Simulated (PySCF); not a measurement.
Si(F)(vinyl)(OH)2 (C2H5FO2Si), SMILES C=C[Si](O)(O)F. Atoms are numbered in the order given.

```xyz
11

C     -2.3597     0.4061     0.4133
C     -1.2730    -0.2668     0.8155
Si     0.3440    -0.0921    -0.0537
O      0.2868     0.9922    -1.3043
O      0.8132    -1.5606    -0.6254
F      1.4591     0.4681     0.9960
H     -2.3238     1.0774    -0.4516
H     -3.3270     0.3140     0.9195
H     -1.3529    -0.9348     1.6822
H      0.4692     1.9149    -1.0921
H      1.5835    -1.5838    -1.2058
```
Charge 0, spin multiplicity 1.

Geometry: B3LYP-D3(BJ)/def2-SVP. Other conformers were not sampled.

Two levels are set side by side: PBE/pcSseg-1 (PySCF) and PBE0/pcSseg-1 (PySCF). GIAO shifts against CFCl3 (¹⁹F), H2O (¹⁷O), TMS (²⁹Si), TMS (¹H), TMS (¹³C) at the same level; non-relativistic, no solvent, atoms listed together averaged. Differences are taken from unrounded values.

```tsv
quantity	PBE0	PBE	PBE minus PBE0
δ(¹³C) of C1 (ppm)	151.3	148.5	-2.8
δ(¹³C) of C2 (ppm)	137.7	136.8	-0.9
δ(²⁹Si) of Si3 (ppm)	-45.0	-45.1	-0.1
δ(¹⁹F) of F6 (ppm)	-142.8	-158.1	-15.3
δ(¹H) of H7, H8 (ppm)	6.72	6.63	-0.09
δ(¹H) of H9 (ppm)	6.44	6.41	-0.03
```

Rough cost on one machine, each run with all the roots and properties that it gave: PBE0 against PBE within a factor of 2.
